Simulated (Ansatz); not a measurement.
One change: `[OH][SnH3]` becomes `[OH][SnH2][Br]`.

Ansatz, PBE0-D4/def2-TZVP geometries, multiplicity 1. Each molecule was computed in one conformer, which needn't be the lowest.

Elements past krypton have def2 core potentials. Scalar relativity is left out up to krypton.

```
                                                                                  property  `[OH][SnH3]`
                                                   HOMO–LUMO gap (ωB97M-V/def2-TZVPP) / eV         11.48
ideal-gas entropy at 298 K and 1 bar (rigid rotor, harmonic PBE0-D4/def2-TZVP) / J/(mol·K)           287
                                                     LUMO energy (ωB97M-V/def2-TZVPP) / eV          0.91
                                                     HOMO energy (ωB97M-V/def2-TZVPP) / eV        -10.56
                                          size of the dipole moment (B3LYP/def2-TZVPP) / D          1.67
                                            size of the dipole moment (PBE/def2-TZVPP) / D          1.54
```

What does the change do to each property? (Best estimate.)

Ansatz gave: 
```json
{"property": "HOMO–LUMO gap (ωB97M-V/def2-TZVPP) / eV", "`[OH][SnH2][Br]`": "11.29", "shift": "-0.19"}
{"property": "ideal-gas entropy at 298 K and 1 bar (rigid rotor, harmonic PBE0-D4/def2-TZVP) / J/(mol·K)", "`[OH][SnH2][Br]`": "333", "shift": "46"}
{"property": "LUMO energy (ωB97M-V/def2-TZVPP) / eV", "`[OH][SnH2][Br]`": "0.74", "shift": "-0.17"}
{"property": "HOMO energy (ωB97M-V/def2-TZVPP) / eV", "`[OH][SnH2][Br]`": "-10.54", "shift": "0.02"}
{"property": "size of the dipole moment (B3LYP/def2-TZVPP) / D", "`[OH][SnH2][Br]`": "1.71", "shift": "0.04"}
{"property": "size of the dipole moment (PBE/def2-TZVPP) / D", "`[OH][SnH2][Br]`": "1.62", "shift": "0.08"}
```

With PBE0 the HOMO falls by 0.13 eV and the LUMO falls by 0.55 eV, so the gap narrows by about 0.42 eV. PBE moves the HOMO by -0.42 eV and ωB97M-V by 0.02 eV. Dipoles are sizes alone; their direction can turn.

B3LYP here is the variant with VWN-RPA as its local correlation; programs differ in this.

Spin–orbit coupling is left out; it splits and shifts lone-pair levels of the heavy atoms by tenths of an eV.
